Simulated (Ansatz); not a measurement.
Geometry optimisation, Ansatz 0.2.0, RKS PBE-D4/def2-TZVP.

Input:

```yaml
crystal:
  periodic: [false, false, false]
  atoms:
    - { symbol: Sn, position_ang: [0.0, 0.0, 0.0] }
    - { symbol: H, position_ang: [1.2376, 0.0, 1.4939] }
    - { symbol: H, position_ang: [1.8209, 0.0, 0.6694] }
    - { symbol: H, position_ang: [-0.8195, 1.4198, -0.5794] }
    - { symbol: H, position_ang: [-0.8195, -1.4198, -0.5794] }
basis:
  gaussian: { orbitals: def2-TZVP }
hamiltonian:
  xc: pbe
  dispersion: d4
relax:
  f_tol: 0.15
  max_steps: 25
  restrain:
    - { distance: [1, 2], at: 0.66, k: 30.0 }
    - { distance: [0, 1], at: 2.94, k: 30.0 }
    - { distance: [0, 2], at: 2.94, k: 30.0 }
```

Launched with:

```bash
$ ansatz run input.yaml --threads 2 --pin off --max-ram 3072MiB --backend cpu --events-out ev --progress --plain --runs-dir out
```

Where does it end, and by what steps?

It converged. The restraints hold the end off the free minimum. After 8 steps the energy has fallen by 2.099 eV (the restraints' own energy left out); H3 moved furthest, 0.77 Å. Parted: Sn1–H2 (1.94 → 2.95 Å), Sn1–H3 (1.94 → 2.95 Å). Joined: H2–H3 (1.01 → 0.71 Å).

```tsv
step	energy less start (eV)	largest force component (eV/Å)	accepted
0	0.0000	1.613	yes
1	0.4892	1.528	yes
2	0.8975	2.164	yes
3	0.4943	3.145	yes
4	-0.6051	3.467	yes
5	-1.6282	1.836	yes
6	-2.0019	1.326	yes
7	-2.0980	1.278	yes
8	-2.0987	1.410	yes
```

```xyz
5
Properties=species:S:1:pos:R:3
Sn -0.239 0.000 -0.194
H 1.932 0.000 1.803
H 2.346 0.000 1.227
H -1.310 1.258 -0.916
H -1.310 -1.258 -0.916
```

The run took 6.9 s on 2 threads of Arm Neoverse V2, on a shared host, peak memory 0.12 GiB.
